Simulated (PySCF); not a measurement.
Computed IR spectrum (relative IR intensity) of a molecule C₂H₄F₂Si. Coordinates come from a PBE-D3(BJ)/def2-SVP optimisation. The values are those of a single conformer. Calculation: PBE-D3(BJ)/def2-SVP run with PySCF. Frequencies are harmonic and unscaled.

Lines under 2 % of the strongest are left out, and lines within 2 cm⁻¹ are merged.

ν (cm⁻¹): 381 (w), 635 (vw), 654 (m), 827 (w), 856 (m), 893 (vs), 909 (w), 940 (s), 1197 (m), 1317 (vw), 1650 (m), 2191 (m), 2198 (s) (against the strongest line: vs over 80 %, s over 45 %, m over 15 %, w over 4 %, vw less)

**Question.** Identify the compound among the candidates.
A. F/C=C(/F)[SiH3]
B. C=C(F)[SiH2]F
C. FC(F)=C[SiH3]
D. C=C[SiH](F)F

**Answer.** B, C=C(F)[SiH2]F
